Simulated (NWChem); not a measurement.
**Lowest excitation of disilazane (H$_{7}$NSi$_{2}$)**

SMILES: [SiH3]N[SiH3]
```xyz
10

Si    -0.1137    -0.0715    -1.5845
N      0.5292     0.3225     0.0000
Si    -0.1137    -0.0715     1.5845
H      1.0065    -0.4447    -2.5204
H     -1.0492    -1.2341    -1.4115
H     -0.8749     1.0597    -2.2339
H      1.3147     0.9828     0.0000
H     -0.8749     1.0597     2.2339
H      1.0065    -0.4447     2.5204
H     -1.0492    -1.2341     1.4115
```
Charge 0, spin multiplicity 1.

Program: NWChem. Structure: optimised with PBE/def2-SVP, a minimum by its harmonic frequencies.

Basis set: def2-SVP.

Costs are rough ratios of processor time within this set of runs, SCF included, with CIS as 1.

The correlated methods keep 11 core orbitals frozen. B3LYP has NWChem's definition, with VWN1-RPA local correlation. Coupled-cluster values serve here as a point of comparison, not as the truth.

```json
[
 {"method": "TD-LDA (SVWN5)", "lowest vertical singlet excitation energy (eV)": "5.46", "relative cost": "under 3"},
 {"method": "EOM-CCSD", "lowest vertical singlet excitation energy (eV)": "6.73", "relative cost": "3"},
 {"method": "TD-PBE", "lowest vertical singlet excitation energy (eV)": "[?]", "relative cost": "under 3"},
 {"method": "CIS", "lowest vertical singlet excitation energy (eV)": "[?]", "relative cost": "1"},
 {"method": "TD-B3LYP", "lowest vertical singlet excitation energy (eV)": "6.13", "relative cost": "4"}
]
```

**Question.** Some entries are withheld; supply them.

**Answer.** 
- TD-PBE, lowest vertical singlet excitation energy (eV): 5.62
- CIS, lowest vertical singlet excitation energy (eV): 7.77
